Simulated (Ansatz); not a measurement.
C2H8OSi2 can be A, `CC[Si]O[SiH3]`, or B, `C[SiH]1CO[SiH2]1`.

Program: Ansatz. Geometries: PBE0-D4/def2-TZVP. ΔE: electronic, gas phase. CCSD(T)/CBS is the MP2 limit (def2-TZVPP, def2-QZVPP) plus CCSD(T) − MP2 in def2-TZVPP, frozen cores. Functionals use def2-TZVPP. B3LYP here is the variant with VWN-RPA as its local correlation; programs differ in this. Each species was taken in one conformer, which may not be the lowest.

Q: Which is lower in electronic energy at CCSD(T)/CBS, and by how much? (Estimate.)

A: Ansatz gave: A, by 18.9 kcal/mol.

Q: Give E(B) − E(A) in kcal/mol with CCSD/def2-TZVPP, CCSD(T)/def2-TZVPP, B3LYP, HF/def2-TZVPP, B2PLYP, r2SCAN-D4, MP2/def2-TZVPP. (An estimate is asked.)

A: Computed: CCSD/def2-TZVPP 20.6, CCSD(T)/def2-TZVPP 19.4, B3LYP 19.3, HF/def2-TZVPP 24.1, B2PLYP 19.4, r2SCAN-D4 13.4, MP2/def2-TZVPP 18.6. None reverses the order clearly.

Largest T1 diagnostic: 0.013.

In def2-TZVPP, CCSD(T) changes the Hartree–Fock value by −4.7 kcal/mol (the triples alone add −1.1 kcal/mol) and MP2 by −5.5 kcal/mol. The D4 term adds +0.8 kcal/mol with B3LYP and +0.4 kcal/mol with PBE0; it sums over pairs of atoms, weighted by their polarisabilities, and B3LYP, whose exchange is more repulsive, gets the larger term.
